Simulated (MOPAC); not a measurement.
MOPAC input (PM6):

```
PM6 1SCF CHARGE=1 GEO-OK AUX(PRECISION=9) THREADS=1
C5H13O

C    -2.74580780 1   -0.62410298 1   -0.44621749 1
C    -1.55166197 1    0.03437688 1    0.23800831 1
C    -0.26182061 1   -0.15429577 1   -0.56306513 1
C     0.94821232 1    0.55620123 1   -0.03081922 1
C     2.23192946 1    0.40746550 1   -0.79009125 1
O     1.18481100 1   -0.07677074 1    1.44513193 1
H    -2.59357375 1   -1.69865528 1   -0.56488593 1
H    -3.65238228 1   -0.48011831 1    0.14003765 1
H    -2.91727063 1   -0.19775165 1   -1.43616559 1
H    -1.43427877 1   -0.37742555 1    1.24397570 1
H    -1.73841208 1    1.10447227 1    0.36397448 1
H    -0.39636295 1    0.24950048 1   -1.57309016 1
H    -0.03163180 1   -1.21647740 1   -0.71089481 1
H     0.73556068 1    1.57943068 1    0.27182404 1
H     3.07496941 1    0.87801718 1   -0.28195470 1
H     2.10963562 1    0.92442185 1   -1.74477500 1
H     2.46178126 1   -0.63663556 1   -1.00583354 1
H     2.01600122 1    0.21864012 1    1.85870004 1
H     1.16236780 1   -1.05112203 1    1.43114127 1
```

Output:

```
 *******************************************************************************
 **                                                                           **
 **                              MOPAC v23.2.5                                **
 **                                                                           **
 *******************************************************************************
 ** MOPAC's Digital Object Identifier: https://doi.org/10.5281/zenodo.6511958 **
 **                                                                           **
 ** Please cite the open-source release paper for use of this MOPAC version:  **
 ** J. E. Moussa and J. J. P. Stewart (2026)                                  **
 ** MOPAC: An open-source semiempirical molecular orbital program             **
 ** J. Open Source Softw., 11(119), 8025, https://doi.org/10.21105/joss.08025 **
 *******************************************************************************

                              PM6 CALCULATION RESULTS

 *******************************************************************************
 *  PM6        - The PM6 Hamiltonian to be used
 *  GEO-OK     - OVERRIDE INTERATOMIC DISTANCE AND OTHER SAFETY CHECKS
 *
 *
 *
 *                 CHARGE ON SYSTEM = +1
 *
 *
 *
 *  1SCF       - DO 1 SCF AND THEN STOP
 *  AUX        - OUTPUT AUXILIARY INFORMATION
 *******************************************************************************
PM6 1SCF CHARGE=1 GEO-OK AUX(PRECISION=9) THREADS=1
 C5H13O

   ATOM   CHEMICAL          X               Y               Z
  NUMBER   SYMBOL      (ANGSTROMS)     (ANGSTROMS)     (ANGSTROMS)

     1       C         -2.74580780  *  -0.62410298  *  -0.44621749  *
     2       C         -1.55166197  *   0.03437688  *   0.23800831  *
     3       C         -0.26182061  *  -0.15429577  *  -0.56306513  *
     4       C          0.94821232  *   0.55620123  *  -0.03081922  *
     5       C          2.23192946  *   0.40746550  *  -0.79009125  *
     6       O          1.18481100  *  -0.07677074  *   1.44513193  *
     7       H         -2.59357375  *  -1.69865528  *  -0.56488593  *
     8       H         -3.65238228  *  -0.48011831  *   0.14003765  *
     9       H         -2.91727063  *  -0.19775165  *  -1.43616559  *
    10       H         -1.43427877  *  -0.37742555  *   1.24397570  *
    11       H         -1.73841208  *   1.10447227  *   0.36397448  *
    12       H         -0.39636295  *   0.24950048  *  -1.57309016  *
    13       H         -0.03163180  *  -1.21647740  *  -0.71089481  *
    14       H          0.73556068  *   1.57943068  *   0.27182404  *
    15       H          3.07496941  *   0.87801718  *  -0.28195470  *
    16       H          2.10963562  *   0.92442185  *  -1.74477500  *
    17       H          2.46178126  *  -0.63663556  *  -1.00583354  *
    18       H          2.01600122  *   0.21864012  *   1.85870004  *
    19       H          1.16236780  *  -1.05112203  *   1.43114127  *

          CARTESIAN COORDINATES

    NO.       ATOM           X           Y           Z

     1         C         -2.7458     -0.6241     -0.4462
     2         C         -1.5517      0.0344      0.2380
     3         C         -0.2618     -0.1543     -0.5631
     4         C          0.9482      0.5562     -0.0308
     5         C          2.2319      0.4075     -0.7901
     6         O          1.1848     -0.0768      1.4451
     7         H         -2.5936     -1.6987     -0.5649
     8         H         -3.6524     -0.4801      0.1400
     9         H         -2.9173     -0.1978     -1.4362
    10         H         -1.4343     -0.3774      1.2440
    11         H         -1.7384      1.1045      0.3640
    12         H         -0.3964      0.2495     -1.5731
    13         H         -0.0316     -1.2165     -0.7109
    14         H          0.7356      1.5794      0.2718
    15         H          3.0750      0.8780     -0.2820
    16         H          2.1096      0.9244     -1.7448
    17         H          2.4618     -0.6366     -1.0058
    18         H          2.0160      0.2186      1.8587
    19         H          1.1624     -1.0511      1.4311

 General Reference for PM6:
 "Optimization of Parameters for Semiempirical Methods V: Modification of NDDO Approximations
 and Application to 70 Elements", J. J. P. Stewart, J. Mol. Mod., 13, 1173-1213 (2007)
 URL: https://link.springer.com/article/10.1007/s00894-007-0233-4

           Empirical Formula: C5 H13 O  =    19 atoms

      MOLECULAR POINT GROUP   :   C1

      RHF CALCULATION, NO. OF DOUBLY OCCUPIED LEVELS = 19

 -------------------------------------------------------------------------------
 PM6 1SCF CHARGE=1 GEO-OK AUX(PRECISION=9) THREADS=1
 C5H13O

     1SCF WAS SPECIFIED, SO BFGS WAS NOT USED
     SCF FIELD WAS ACHIEVED

                              PM6 CALCULATION
                                                       MOPAC v23.2.5 Linux

          FINAL HEAT OF FORMATION =         98.67416 KCAL/MOL =     412.85267 KJ/MOL

          COSMO AREA              =        148.01 SQUARE ANGSTROMS
          COSMO VOLUME            =        139.00 CUBIC ANGSTROMS

          IONIZATION POTENTIAL    =         15.457458 EV
          HOMO LUMO ENERGIES (EV) =        -15.457 -5.489
          NO. OF FILLED LEVELS    =         19
          MOLECULAR WEIGHT        =         89.1571         POINT GROUP:  C1

          MOLECULAR DIMENSIONS (Angstroms)

            Atom       Atom       Distance
            H    15    H     8     6.87604
            H    16    H    18     3.64520
            H    13    H    11     2.75225

          SCF CALCULATIONS        =          1

   ATOM   CHEMICAL          X               Y               Z
  NUMBER   SYMBOL      (ANGSTROMS)     (ANGSTROMS)     (ANGSTROMS)

     1       C         -2.74580780  *  -0.62410298  *  -0.44621749  *
     2       C         -1.55166197  *   0.03437688  *   0.23800831  *
     3       C         -0.26182061  *  -0.15429577  *  -0.56306513  *
     4       C          0.94821232  *   0.55620123  *  -0.03081922  *
     5       C          2.23192946  *   0.40746550  *  -0.79009125  *
     6       O          1.18481100  *  -0.07677074  *   1.44513193  *
     7       H         -2.59357375  *  -1.69865528  *  -0.56488593  *
     8       H         -3.65238228  *  -0.48011831  *   0.14003765  *
     9       H         -2.91727063  *  -0.19775165  *  -1.43616559  *
    10       H         -1.43427877  *  -0.37742555  *   1.24397570  *
    11       H         -1.73841208  *   1.10447227  *   0.36397448  *
    12       H         -0.39636295  *   0.24950048  *  -1.57309016  *
    13       H         -0.03163180  *  -1.21647740  *  -0.71089481  *
    14       H          0.73556068  *   1.57943068  *   0.27182404  *
    15       H          3.07496941  *   0.87801718  *  -0.28195470  *
    16       H          2.10963562  *   0.92442185  *  -1.74477500  *
    17       H          2.46178126  *  -0.63663556  *  -1.00583354  *
    18       H          2.01600122  *   0.21864012  *   1.85870004  *
    19       H          1.16236780  *  -1.05112203  *   1.43114127  *

                             CARTESIAN COORDINATES

   1    C       -2.745807800    -0.624102980    -0.446217490
   2    C       -1.551661970     0.034376880     0.238008310
   3    C       -0.261820610    -0.154295770    -0.563065130
   4    C        0.948212320     0.556201230    -0.030819220
   5    C        2.231929460     0.407465500    -0.790091250
   6    O        1.184811000    -0.076770740     1.445131930
   7    H       -2.593573750    -1.698655280    -0.564885930
   8    H       -3.652382280    -0.480118310     0.140037650
   9    H       -2.917270630    -0.197751650    -1.436165590
  10    H       -1.434278770    -0.377425550     1.243975700
  11    H       -1.738412080     1.104472270     0.363974480
  12    H       -0.396362950     0.249500480    -1.573090160
  13    H       -0.031631800    -1.216477400    -0.710894810
  14    H        0.735560680     1.579430680     0.271824040
  15    H        3.074969410     0.878017180    -0.281954700
  16    H        2.109635620     0.924421850    -1.744775000
  17    H        2.461781260    -0.636635560    -1.005833540
  18    H        2.016001220     0.218640120     1.858700040
  19    H        1.162367800    -1.051122030     1.431141270

           Empirical Formula: C5 H13 O  =    19 atoms

      MOLECULAR POINT GROUP   :   C1

                  EIGENVALUES
 -38.14021 -34.11888 -31.72080 -28.83625 -26.80581 -25.78473 -24.90608 -22.78548
 -21.35625 -20.29079 -19.79376 -19.18107 -18.47258 -18.28751 -17.68192 -17.28544
 -16.44570 -15.88722 -15.45746  -5.48912  -2.31243  -1.85641  -1.64584  -0.82276
  -0.37179  -0.13011   0.51787   0.63005   0.72357   0.74610   1.57602   1.69989
   1.85244   2.48711   2.74207   2.79159   3.69591

              NET ATOMIC CHARGES AND DIPOLE CONTRIBUTIONS

  ATOM NO.   TYPE          CHARGE      No. of ELECS.   s-Pop       p-Pop
    1          C          -0.461588        4.4616     1.08078     3.38080
    2          C          -0.194759        4.1948     1.07533     3.11943
    3          C          -0.397301        4.3973     1.09910     3.29820
    4          C           0.276849        3.7232     1.15647     2.56668
    5          C          -0.598625        4.5986     1.09694     3.50168
    6          O          -0.333918        6.3339     1.72636     4.60755
    7          H           0.160503        0.8395     0.83950
    8          H           0.174777        0.8252     0.82522
    9          H           0.164202        0.8358     0.83580
   10          H           0.133108        0.8669     0.86689
   11          H           0.144249        0.8558     0.85575
   12          H           0.211749        0.7883     0.78825
   13          H           0.181992        0.8180     0.81801
   14          H           0.160967        0.8390     0.83903
   15          H           0.204026        0.7960     0.79597
   16          H           0.234227        0.7658     0.76577
   17          H           0.206424        0.7936     0.79358
   18          H           0.365699        0.6343     0.63430
   19          H           0.367420        0.6326     0.63258
 DIPOLE           X         Y         Z       TOTAL
 POINT-CHG.     4.989     0.165     1.787     5.302
 HYBRID         0.682    -0.319     0.207     0.781
 SUM            5.671    -0.154     1.995     6.013

          ATOMIC ORBITAL ELECTRON POPULATIONS

     Atom    s        px        py        pz
    1  C   1.08078   1.07260   1.15141   1.15679
    2  C   1.07533   0.93290   1.13441   1.05211
    3  C   1.09910   1.00635   1.15252   1.13933
    4  C   1.15647   0.95572   0.98493   0.62604
    5  C   1.09694   1.08004   1.23414   1.18751
    6  O   1.72636   1.59214   1.42099   1.59443
    7  H   0.83950
    8  H   0.82522
    9  H   0.83580
   10  H   0.86689
   11  H   0.85575
   12  H   0.78825
   13  H   0.81801
   14  H   0.83903
   15  H   0.79597
   16  H   0.76577
   17  H   0.79358
   18  H   0.63430
   19  H   0.63258

 **********************
 *                    *
 * JOB ENDED NORMALLY *
 *                    *
 **********************

 == MOPAC DONE ==
```

The dipole moment of an ion depends on the origin.

The geometry given is a B3LYP-D3(BJ)/def2-TZVP minimum.
